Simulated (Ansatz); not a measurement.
Input file for Ansatz (a program for electronic structure): R-SVWN5/def2-TZVPP on SiH4 (SMILES [SiH4]).

Ansatz 0.2 input:
```yaml
crystal:
  periodic: [false, false, false]
  atoms:
    - {symbol: Si, position_ang: [0.00000000, -0.00000000, -0.00000000]}
    - {symbol: H, position_ang: [0.85467615, 0.85467615, 0.85467615]}
    - {symbol: H, position_ang: [-0.85467615, -0.85467615, 0.85467615]}
    - {symbol: H, position_ang: [-0.85467615, 0.85467615, -0.85467615]}
    - {symbol: H, position_ang: [0.85467615, -0.85467615, -0.85467615]}
basis:
  gaussian:
    orbitals: def2-TZVPP
hamiltonian:
  xc: {name: SVWN5}
scf: {lower_state_search: off}
```

Output:

```
WARN ansatz: RAYON_NUM_THREADS=4 ignored (pool sized by the plan → 4); use --threads N
Functional definition: SVWN5
these checks for a lower state are left out or cut short: stability, starts, cluster_reference, orbital_swaps, neighbouring_geometries, increment
integrals: 0.02 GiB planned
524 factors; their error is unknown
mean field: 0.22 GiB planned
mean field evaluation 1: about -7908.6610 eV, gradient 1.6e1 eV
mean field evaluation 2: about -7909.3011 eV, gradient 1.0e1 eV
mean field evaluation 4: about -7909.6795 eV, gradient 1.6e-1 eV
mean field evaluation 8: about -7909.6636 eV, gradient 1.1e-1 eV
mean field -7909.66364175 eV, -290.6747774718 hartree, gradient 6.7e-6 eV, S^2 0.000000; 0 other end points of the search recorded, 0 dependent functions left out
reference -7909.66367381 eV, -290.6747786497 hartree; 9, 9 occupied and 89, 89 virtual orbitals, 524 factors
Total energy: -7909.66367381 eV, -290.6747786497 hartree
Checks for a lower state left out: stability, starts, cluster_reference, orbital_swaps, neighbouring_geometries, increment
```

The run converged.

Cost: around 2.0 core-seconds (rough).
